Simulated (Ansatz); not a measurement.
Consider the formal exchange of groups at the Al–C bond: `C=[CH][Al]([Cl])[Cl]` + `C=CC` → `C=C[CH2][Al]([Cl])[Cl]` + `C=C`.

Gas-phase electronic energies from Ansatz, PBE0-D4/def2-TZVP geometries. CCSD(T)/CBS is the MP2 limit (def2-TZVPP, def2-QZVPP) plus CCSD(T) − MP2 in def2-TZVPP, frozen cores. This one scheme is used for every species. Functionals use def2-TZVPP. B3LYP here is the variant with VWN-RPA as its local correlation; programs differ in this. One conformer a species, not always the lowest.

CCSD(T)/CBS gives +2.5 kcal/mol.

Another level gave +2.4 kcal/mol. Which?
A. B3LYP-D4/def2-TZVPP
B. r2SCAN0-D4/def2-TZVPP
C. ωB97X-V/def2-TZVPP
D. BLYP/def2-TZVPP

C. ωB97X-V 2.4, r2SCAN0-D4 1.0, B3LYP-D4 3.4, BLYP 5.6 kcal/mol.

Largest T1 diagnostic among the species: 0.011.

The D4 term adds −1.6 kcal/mol with B3LYP and −0.9 kcal/mol with PBE0; it sums over pairs of atoms, weighted by their polarisabilities, and B3LYP, whose exchange is more repulsive, gets the larger term. In def2-TZVPP, CCSD(T) changes the Hartree–Fock value by −4.6 kcal/mol (the triples alone add −0.8 kcal/mol) and MP2 by −5.8 kcal/mol. Leaving LDA and LC-ωPBE aside and taking each functional with its dispersion term where it has one, the values, not all of them listed here, spread over 3.2 kcal/mol, from r2SCAN-D4 to B2PLYP. LDA lies −2.8 kcal/mol from PBE without D4.
